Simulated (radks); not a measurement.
Fractional charge and spin in the 5p shell of terbium: the spin-up occupation runs from 2 to 3 and the spin-down occupation from 2 to 3; the fullest corner is Tb, [Kr] 4d10 4f(up 4.5, down 4.5) 5s2 6s2 5p(up 3, down 3). Calculated with a radial shooting solver on a logarithmic mesh with Libxc functionals: scalar-relativistic Kohn-Sham, r2SCAN, spin-polarised, spherical densities, finite nucleus; meta-GGA in the generalised Kohn-Sham scheme; Fermi nuclear charge, rms radius of each element as measured or else 0.836 A^(1/3) + 0.57 fm. Energy (eV) above the fullest corner. The planes named below are the two flat planes that join the four corners, with an edge along up + down = one added electron.

down \ up       2     2.5       3
2          73.196  50.499  30.613
2.5        50.499  30.951  14.067
3          30.613  14.067   0.000

Corners above the fullest one (they belong to Tb+ and the next ion): (up 3, down 2) 30.613 eV, (up 2, down 3) 30.613 eV, (up 2, down 2) 73.196 eV. With half an added electron in each spin the energy lies 0.338 eV from the planes, and with half an added electron in spin up alone -1.405 eV. The planes are only a guide here: the flat-plane condition holds for ground states with one frontier orbital, while this shell lies below other occupied shells, so the corners above the fullest one are inner-hole states and not the ground states of those ions.
